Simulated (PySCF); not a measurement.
How methods differ on the ionisation energy of Dy⁴³⁺

Dy⁴³⁺ [Ar] 3d5 [3d3/2^4 3d5/2^1, M_J = 5/2] → Dy⁴⁴⁺ [Ar] 3d4 [3d3/2^4, M_J = 0], as a difference of total energies. Computed with PySCF 2.14 in an uncontracted even-tempered set (16 s from 9.8 bohr⁻², ratio 2.8; 12 p from 13 bohr⁻², ratio 2.8; 8 d from 13 bohr⁻², ratio 2.8; 3 f from 43 bohr⁻², ratio 3), with the two-component X2C-1e Hamiltonian. Correlated levels: [Ne] frozen; the 74 highest virtual spinors dropped. "Screened" scales the spin-orbit matrix elements by Boettger's factors to mimic the two-electron term; Breit and QED terms are absent.

```tsv
method	ionisation energy (eV)
GHF (spin-free)	3481.4
GMP2 (spin-free)	3481.4
GHF (screened spin-orbit)	3446.4
GMP2 (screened spin-orbit)	3446.1
```

Breit and QED terms and the two-electron picture change are absent.

The spin-free rows relax to the high-spin LS determinant and lack the spin-orbit shift.

The labels give the starting determinants; with spin-orbit coupling the two ends relaxed to ⟨J²⟩ = 8.75, ⟨L²⟩ = 5.01, ⟨S²⟩ = 3.36 and ⟨J²⟩ = 0.00, ⟨L²⟩ = 2.43, ⟨S²⟩ = 2.43.

For comparison: 3445 ± 4 eV (theoretical estimate listed by NIST; NIST Atomic Spectra Database, ionization energies).
